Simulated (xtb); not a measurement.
ClF3H2OSi2, SMILES F[Si](F)(F)O[SiH2]Cl. All values are semi-empirical tight-binding results from xtb (GFN2-xTB unless named), good for trends rather than for accurate numbers. Geometry optimised at GFN2-xTB. This is a generated structure with no PubChem entry under its InChIKey; it may be hypothetical. Other conformers were not sampled.

Optimised geometry:

```xyz
9

Si     1.1363    -0.5188     0.5977
F      1.3681    -2.0534     0.8661
F      1.9225    -0.1382    -0.7146
F      1.7858     0.2944     1.7816
O     -0.4079    -0.2232     0.4899
Si    -1.8308     0.4430     0.0254
Cl    -1.6408     1.1221    -1.8301
H     -2.7492    -0.6814     0.1030
H     -2.0574     1.5274     0.9678
```

A frequency run showed that this geometry is not a minimum.

```
Quantity                                           Value
-----------------------------------------  -------------
orbital gap                                      6.13 eV
dipole moment                                     2.79 D
static polarisability (D4 model)              87.0 bohr³
solvation energy, GFN2-xTB/ALPB(water)      1.4 kcal/mol
solvation energy, GFN2-xTB/ALPB(methanol)  -1.0 kcal/mol
```

Computed atomic charges and the Wiberg bond orders between heavy atoms:
charges (e) Si1 0.75, F2 -0.22, F3 -0.22, F4 -0.22, O5 -0.41, Si6 0.55, Cl7 -0.16, H8 -0.03, H9 -0.04. Bond orders Si1–F2 1.11, Si1–F3 1.11, Si1–F4 1.10, Si1–O5 1.22, O5–Si6 0.96, Si6–Cl7 1.22.
